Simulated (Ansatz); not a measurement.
The same molecule with X = F, Br, I. Ansatz, PBE0-D4/def2-TZVP geometries, multiplicity 1. Each molecule was computed in one conformer, which needn't be the lowest.

Elements past krypton have def2 core potentials. Scalar relativity is left out up to krypton.

```json
{"X": "F", "molecule": "`C=C(N)CF`", "mean X–C bond length / Å": "1.391", "LUMO energy (PBE/def2-TZVPP) / eV": "-0.55", "HOMO–LUMO gap (PBE0/def2-TZVPP) / eV": "6.74", "size of the dipole moment (B3LYP/def2-TZVPP) / D": "0.85"}
{"X": "Br", "molecule": "`C=C(N)CBr`", "mean X–C bond length / Å": "1.965", "LUMO energy (PBE/def2-TZVPP) / eV": "-1.50", "HOMO–LUMO gap (PBE0/def2-TZVPP) / eV": "5.86", "size of the dipole moment (B3LYP/def2-TZVPP) / D": "1.16"}
```

(1) Give the row for X = I, `C=C(N)CI`. (Best estimate.)

Answers

(1) Computed: 
| X | molecule | mean X–C bond length / Å | LUMO energy (PBE/def2-TZVPP) / eV | HOMO–LUMO gap (PBE0/def2-TZVPP) / eV | size of the dipole moment (B3LYP/def2-TZVPP) / D |
| --- | --- | --- | --- | --- | --- |
| I | `C=C(N)CI` | 2.170 | -2.06 | 5.17 | 1.09 |

From F to I the mean X–C bond length rises at each step, by 0.779 Å in all; the LUMO energy (PBE/def2-TZVPP) falls at each step, by 1.51 eV in all; the HOMO–LUMO gap (PBE0/def2-TZVPP) falls at each step, by 1.57 eV in all. Bonds lengthen as the atom grows down the group. Dipoles are sizes alone, and their direction can turn along the series.

B3LYP here is the variant with VWN-RPA as its local correlation; programs differ in this.

Spin–orbit coupling is left out; it splits and shifts lone-pair levels of the heavy atoms by tenths of an eV.
